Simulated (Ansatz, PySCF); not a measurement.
System: C2H6BO2, charge 0, multiplicity 2. It need not be the lowest isomer of its formula. 
Structure (B3LYP-D3(BJ)/def2-TZVP (Ansatz, a program for electronic structure) minimum search):
```xyz
11

B      0.1831     0.7083     0.3155
O      0.7904    -0.4227    -0.1007
C      2.2011    -0.6193    -0.0461
O     -1.1412     0.9059     0.2697
C     -2.0333    -0.1011    -0.2404
H      2.7045     0.2543     0.3700
H      2.5670    -0.8051    -1.0561
H      2.4082    -1.4908     0.5753
H     -1.7972    -0.3281    -1.2805
H     -1.9559    -1.0139     0.3513
H     -3.0419     0.2994    -0.1702
```
Charge 0, spin multiplicity 2.

Wanted: atomisation energy (electronic, to ground-state atoms), in kJ/mol. Cores are frozen in the correlated levels unless marked. Open shells are spin-unrestricted. No spin-orbit coupling. No relativistic terms. The coupled-cluster limit lacks core correlation, which all-electron functionals hold. CBS marks a two-point X^-3 extrapolation of the correlation energy; Hartree-Fock from the larger set. [CCSD(T)-MP2]/basis is that difference in the basis named.

```csv
level,program,atomisation energy (kJ/mol)
HF/def2-TZVPD,PySCF,3193.5
PBE-D3(BJ)/def2-TZVPD,Ansatz + dftd3,4456.9
revPBE/def2-TZVPD,Ansatz,4277.7
PBE0/6-31G*,Ansatz,4359.4
```

Task: What does RI-MP2/CBS(cc-pVTZ,cc-pVQZ)+[CCSD(T)-MP2]/cc-pVTZ (Ansatz) give?

Result: 4336.8 kJ/mol, so PBE0/6-31G* differs from it by 22.6 kJ/mol.
